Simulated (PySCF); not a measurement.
Bonding in `CC(C)(C)c1ccnnc1`

Species: C8H12N2.
Atom-mapped SMILES: `[CH3:1][C:2]([CH3:3])([CH3:4])[c:5]1[cH:6][cH:7][n:8][n:9][cH:10]1` (hydrogens: H11, H12, H13 on C1; H14, H15, H16 on C3; H17, H18, H19 on C4; H20 on C6; H21 on C7; H22 on C10)

Cartesian coordinates in Å at the GFN2-xTB level; atoms count from 1:
```
atom  x, y, z in Å
C1    -1.4158    1.1586   -0.6921
C2    -0.8199   -0.0319    0.0633
C3    -1.3533   -1.3297   -0.5594
C4    -1.2455    0.0534    1.5359
C5     0.6926   -0.0455   -0.0053
C6     1.4568    0.9012   -0.6683
C7     2.8426    0.7545   -0.6421
N8     3.4510   -0.2344   -0.0211
N9     2.7459   -1.1300    0.6051
C10    1.4333   -1.0577    0.6244
H11   -1.1516    1.1245   -1.7469
H12   -1.0740    2.1008   -0.2692
H13   -2.5004    1.1313   -0.6169
H14   -1.0096   -2.2023   -0.0103
H15   -2.4408   -1.3260   -0.5483
H16   -1.0195   -1.4216   -1.5912
H17   -2.3299    0.0979    1.6058
H18   -0.9028   -0.8118    2.0972
H19   -0.8331    0.9476    1.9998
H20    1.0193    1.7340   -1.1951
H21    3.4919    1.4611   -1.1408
H22    0.9524   -1.8546    1.1743
```

Bond orders from the PBE0/pcSseg-1 density (PySCF). Isolated species at its GFN2-xTB geometry, gas phase.

Question: Where do the orders between heavy atoms depart from those drawn in the SMILES?

Answer: The largest departure is 0.199, at C10–C5 (drawn aromatic, 1.301), counting aromatic bonds as 1.5. The bonds drawn aromatic range from 1.30 to 1.53.

Question: Give the Mayer order of every bond between heavy atoms, beside its length.

Answer: 
```tsv
bond	drawn as	length (Å)	Mayer order
C1–C2	single	1.531	1.064
C2–C3	single	1.535	1.022
C2–C4	single	1.535	1.022
C2–C5	single	1.514	0.896
C5–C6	aromatic	1.386	1.499
C6–C7	aromatic	1.394	1.334
C7–N8	aromatic	1.317	1.532
N8–N9	aromatic	1.301	1.307
N9–C10	aromatic	1.315	1.529
C10–C5	aromatic	1.403	1.301
```

By pair of heavy elements: C–C: lowest C2–C5 (0.896, 1.514 Å), highest C5–C6 (1.499, 1.386 Å); in 3 of the 21 pairs the longer bond (by over 0.003 Å) has the higher order (by 0.02 or more). C–N: all 2 within 0.02 of one another (1.529 to 1.532).

Question: And the bonds to hydrogen?

Answer: C–H: 0.95 to 0.98 (12 bonds).

Question: Sum the orders of all bonds at each heavy atom with more than one neighbour and set the sums beside the valence in the SMILES.

Answer: C1 3.922 (drawn 4), C2 4.004 (drawn 4), C3 3.902 (drawn 4), C4 3.902 (drawn 4), C5 3.696 (drawn 4), C6 3.803 (drawn 4), C7 3.831 (drawn 4), N8 2.839 (drawn 3), N9 2.836 (drawn 3), C10 3.815 (drawn 4). Orders between atoms that aren't bonded are not in these sums.

The Mayer order sums products of elements of PS (density times overlap matrix) between the two atoms' basis functions, so it depends on the basis set.

These values come from a run that also computed NMR shieldings. Time: 48 s of wall time; peak memory 1.1 GiB. Hardware: one thread of an Arm Neoverse V1, shared host with 32 logical CPUs at a one-minute load of 9.5.
